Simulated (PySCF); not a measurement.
Compound: C2H8FNSi.
Bonds: C1–N2, N2–C3, N2–Si4, Si4–F5. Hydrogens: H6, H7, H8 on C1; H9, H10, H11 on C3; H12, H13 on Si4.

Level of theory: PBE0-D3(BJ)/def2-SVP geometry optimisation, gas phase in PySCF.

**Question.** What internal coordinates does the optimisation give?

**Answer.** 
```
                  bond  length (pm)   order
          C1–N2, N2–C3        144.3  single
                N2–Si4        171.2  single
                Si4–F5        163.3  single
C1–H6 and 5 like bonds        110.4  single
      Si4–H12, Si4–H13        148.6  single
```

Bonds in one row agree within 1 pm and their mean is given. Orders are formal, as drawn. A selection of angles:
```
      angle  degrees
   N2–C1–H6    111.0
   H6–C1–H7    107.4
   C1–N2–C3    114.5
  C1–N2–Si4    121.9
  N2–Si4–F5    114.1
 N2–Si4–H12    108.4
 F5–Si4–H12    105.8
H12–Si4–H13    114.3
```

Torsions: C1–N2–Si4–F5 82° (synclinal).

N2 (silicon-bound nitrogen) is almost planar (angles 122.4°, 121.9° and 114.5°, sum 358.8°, 0.10 Å off the plane of its three neighbours). Si4 (fluorine-bound silicon) is distorted tetrahedral (angles from 105.8° to 114.3°). Of the pairs four or more bonds apart, H6···H10 is among the closest relative to their van der Waals radii: 2.50 Å, 104 % of the sum of Bondi's values.

Point group: Cs (tolerance 0.08 Å). Whether it is a minimum is left open (no frequencies). The numbers are those of one conformer.
